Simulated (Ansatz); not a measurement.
Total energies of `CC(C)(C)C#CC#CC#CC(C)(C)C` from Ansatz at PBE0-D4/def2-SVP, gas phase (1 Eh = 27.2114 eV = 2625.5 kJ/mol). The reference geometry is relaxed at PBE-D4/def2-SVP.

```csv
state,geometry,energy (Eh)
charge 0 singlet,reference,-543.13807
charge 1 doublet,reference,-542.84751
charge -1 doublet,reference,-543.12879
free C atom (triplet),–,-37.76066
free H atom (doublet),–,-0.50029
```

(1) Work out the vertical ionisation energy to the doublet.

(2) Work out the vertical electron affinity, to the doublet.

(3) Give the fundamental gap IE − EA, the Mulliken electronegativity (IE + EA)/2 and the hardness (IE − EA)/2.

(4) What is the binding energy per atom against free atoms?

(1) E(charge 1 doublet) − E(charge 0 singlet) = -542.84751 − (-543.13807) = 0.29056 Eh = 7.91 eV. For comparison, −ε of the highest occupied level is 6.32 eV at this level, 1.59 eV less.

(2) E(charge 0 singlet) − E(charge -1 doublet) = -543.13807 − (-543.12879) = -0.00928 Eh = -0.25 eV; negative, so the extra electron isn't bound. The basis lacks diffuse functions, which makes affinities too small.

(3) From the values in Eh: IE − EA = 0.29056 − (-0.00928) = 0.29984 Eh = 8.16 eV; (IE + EA)/2 = 3.83 eV; (IE − EA)/2 = 4.08 eV. The HOMO–LUMO gap of the same run is 5.11 eV, 3.05 eV smaller than the fundamental gap.

(4) Atoms: 14 × (-37.76066) + 18 × (-0.50029) = -537.65446 Eh. Binding: -537.65446 − (-543.13807) = 5.48361 Eh = 149.22 eV, or 4.66 eV for each of 32 atoms (no zero-point energy, no counterpoise term).

At PBE0-D4/def2-SVP the highest occupied level of the charge -1 doublet lies above zero (up to 1.80 eV). By energy differences it is unbound by 0.25 eV (vertical, against the charge 0 singlet, at PBE0-D4/def2-SVP) and held by the finite basis.
